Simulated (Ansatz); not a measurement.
Total energies of `COc1ccc(-c2ccc(-c3ccc(-c4ccc(-c5ccc(C(F)=C(F)F)cc5)cc4)cc3)cc2)cc1` from Ansatz at PBE-D4/def2-SVP, gas phase (1 Eh = 27.2114 eV = 2625.5 kJ/mol). The reference geometry is relaxed at r2SCAN-D4/def2-SVP.

```
                state   geometry  energy (Eh)
     charge 0 singlet  reference  -1643.03344
     charge 1 doublet  reference  -1642.80143
    charge -1 doublet  reference  -1643.07063
free C atom (triplet)          –    -37.75124
free O atom (triplet)          –    -74.91467
free F atom (doublet)          –    -99.53976
free H atom (doublet)          –     -0.49863
```

Single mean-field runs in def2-SVP are fitted with def2-universal-jkfit.

**Question.** Work out the vertical ionisation energy to the doublet.

**Answer.** E(charge 1 doublet) − E(charge 0 singlet) = -1642.80143 − (-1643.03344) = 0.23201 Eh = 6.31 eV. For comparison, −ε of the highest occupied level is 4.94 eV at this level, 1.37 eV less.

**Question.** Work out the vertical electron affinity, to the doublet.

**Answer.** E(charge 0 singlet) − E(charge -1 doublet) = -1643.03344 − (-1643.07063) = 0.03719 Eh = 1.01 eV. The basis lacks diffuse functions, which makes affinities too small.

**Question.** Give the fundamental gap IE − EA, the Mulliken electronegativity (IE + EA)/2 and the hardness (IE − EA)/2.

**Answer.** From the values in Eh: IE − EA = 0.23201 − 0.03719 = 0.19482 Eh = 5.30 eV; (IE + EA)/2 = 3.66 eV; (IE − EA)/2 = 2.65 eV. The HOMO–LUMO gap of the same run is 2.57 eV, 2.73 eV smaller than the fundamental gap.

**Question.** What is the binding energy per atom against free atoms?

**Answer.** Atoms: 33 × (-37.75124) + 1 × (-74.91467) + 3 × (-99.53976) + 23 × (-0.49863) = -1630.79336 Eh. Binding: -1630.79336 − (-1643.03344) = 12.24008 Eh = 333.07 eV, or 5.55 eV for each of 60 atoms (no zero-point energy, no counterpoise term).

At PBE-D4/def2-SVP the highest occupied level of the charge -1 doublet lies above zero (up to 0.40 eV). By energy differences its removal costs 1.01 eV (vertical, to the charge 0 singlet, at PBE-D4/def2-SVP); self-interaction error and the lack of diffuse functions both raise the level.
